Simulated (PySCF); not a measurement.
Pd²⁺: ionisation energy

Pd²⁺ [Kr] 4d8 (3F) → Pd³⁺ [Kr] 4d7 (4F), as a difference of total energies. Computed with PySCF 2.14 in x2c-TZVPPall with one added diffuse shell each of s, p, d, f type (9s7p7d3f1g, 95 functions), with scalar relativity by spin-free X2C-1e. Correlated levels: valence: [Kr] frozen. The calculations carry no spin-orbit coupling.

```
           method  ionisation energy (eV)
              UHF                  31.135
    MP2 (valence)                  32.745
SCS-MP2 (valence)                  32.755
   CCSD (valence)                  32.589
CCSD(T) (valence)                  32.653
```

**Question.** How much does correlation contribute at CCSD(T) (valence)?

**Answer.** 32.653 − (31.135) = 1.518 eV, measured against UHF.

A first-order spin-orbit estimate (lowest level to lowest level, LS coupling) adds -0.025 eV.

Errors of the correlated levels include the incompleteness of this basis and the frozen core.

For comparison: 32.93 eV (semi-empirical (NIST evaluation); NIST Atomic Spectra Database, ionization energies).
